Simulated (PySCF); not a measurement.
Species: (H2Ga-mu-PH2)2.
Bonds: Ga1–P4, Ga1–P8, P4–Ga5, Ga5–P8. Hydrogens: H2, H3 on Ga1; H9, H10 on P4; H6, H7 on Ga5; H11, H12 on P8.

Theory: PBE0-D3(BJ)/def2-SVP geometry optimisation, gas phase in PySCF.

Question: List the bond lengths, angles and torsions at this level.

Answer: 
| bond | length (Å) |
| --- | --- |
| Ga1–H2 and 3 like bonds | 1.566 |
| Ga1–P4 and 3 like bonds | 2.446 |
| P4–H9 and 3 like bonds | 1.416 |

Bonds in one row agree within 0.01 Å and their mean is given. A selection of angles:
| angle | degrees |
| --- | --- |
| H2–Ga1–H3 | 126.1 |
| H2–Ga1–P4 | 109.6 |
| P4–Ga1–P8 | 83.5 |
| Ga1–P4–Ga5 | 96.5 |
| Ga1–P4–H9 | 115.3 |
| H9–P4–H10 | 100.1 |

Dihedral angles: P8–Ga1–P4–Ga5 0° (synperiplanar); P4–Ga1–P8–Ga5 0° (synperiplanar); Ga1–P4–Ga5–P8 0° (synperiplanar); P4–Ga5–P8–Ga1 0° (synperiplanar).

P4 (phosphorus bonded to 2 Ga and 2 H) has angles from 96.5° to 115.6°. The 4 heavy atoms lie in one plane (0.004 Å rms). All 4 Ga–P bonds measure 2.445 to 2.447 Å. Ga1 (gallium bonded to 2 P and 2 H) has angles from 83.5° to 126.1°.

Point group: D2h (every atom within 0.08 Å of its image). Whether it is a minimum is left open (no frequencies). The numbers are those of one conformer.
